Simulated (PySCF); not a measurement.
**Polarisability and C₆ of Cr (chromium, neutral)**

[Ar] 3d4 4s2, high-spin 5D determinant (an excited configuration). All numbers are calculated (PySCF 2.14, the non-relativistic Hamiltonian (point nucleus), in def2-TZVPPD). Coupled (time-dependent) response in atomic units; α is the mean over directions.

```csv
method,mean α (bohr³),"α xx, yy, zz",C₆ (like pair),S(−4)
UHF,120.3,"129.1, 129.1, 102.7",1205,39070
PBE,79.61,"82.26, 82.26, 74.33",769.7,3852
PBE0,85.22,"87.28, 87.28, 81.11",851.4,4443
```

S(−4) is the Cauchy moment in α(ω) = α(0) + S(−4) ω² + …

α(iu) at PBE0:

```
u (hartree)  α(iu) (bohr³)
          0          85.22
     0.0500          75.84
      0.100          58.44
      0.200          32.30
      0.300          19.50
      0.500          9.531
      0.750          5.449
       1.00          3.761
       1.50          2.281
       2.00          1.582
       3.00         0.8970
       5.00         0.3976
```

A single London oscillator, α(iu) = α/(1 + u²/ω²), gives C₆ = (3/4) ω α². Matching the computed C₆ needs ω = 4 × 851.4 / (3 × 85.22²) = 0.156 hartree.

The components differ because the open shell of this determinant is not spherical; for a pure term their mean is the scalar polarisability.
